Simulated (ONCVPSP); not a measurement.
H: from the effect back to the setting (ONCV)

Base potential:

| Item | Value |
| --- | --- |
| Element | H |
| Generator | ONCVPSP 4.0.1 |
| Type | optimised norm-conserving Vanderbilt (ONCV) |
| Functional | PW91 |
| Relativity | scalar-relativistic |
| Frozen core | none |
| Valence charge | 1 |
| Reference configuration | 1s1 |
| Partial waves | 1s: rc 0.95 bohr, ncon 4, nbas 8, qcut 8.4 1/bohr, 2 projectors, debl 0.4 Ha; p scattering state at 0.2 Ha: rc 0.80 bohr, ncon 3, nbas 7, qcut 10.4 1/bohr, 2 projectors, debl 3.9 Ha |
| Local potential | polynomial inside 0.70 bohr (lpopt 5, dvloc0 3 Ha) |
| Core correction | none |

Cutoffs, loose and tight: the cutoffs (Ha) at which the residual kinetic energy of the hardest occupied pseudo-wave falls to 1 and 0.1 mHa per electron. They do not see the model core or the augmentation charge, which bear on the density cutoff. Test errors are all-electron minus pseudo excitation energies from the reference, over the configurations 1s0.5; variants that change the core or the reference have their own tests.

Only the qcut of the s channel is moved:

```json
{"qcut of the s channel (1/bohr)": "5.7", "cutoff, loose": "17 Ha", "cutoff, tight": "139 Ha", "bound ghosts": "none"}
{"qcut of the s channel (1/bohr)": "6.4", "cutoff, loose": "18 Ha", "cutoff, tight": "65 Ha", "bound ghosts": "none"}
{"qcut of the s channel (1/bohr)": "9.9", "cutoff, loose": "22 Ha", "cutoff, tight": "34 Ha", "bound ghosts": "none"}
{"qcut of the s channel (1/bohr)": "10.7", "cutoff, loose": "23 Ha", "cutoff, tight": "36 Ha", "bound ghosts": "none"}
{"qcut of the s channel (1/bohr)": "12.2", "cutoff, loose": "25 Ha", "cutoff, tight": "40 Ha", "bound ghosts": "none"}
```

Task: One more run gave cutoff, loose: 19 Ha; cutoff, tight: 29 Ha; bound ghosts: none. Which value of the qcut of the s channel was used?

Result: 8 1/bohr. The loose cutoff moves one way along this sweep, from 17 Ha at 5.7 to 25 Ha at 12.2 1/bohr, which places the run between 6.4 and 9.9 1/bohr.
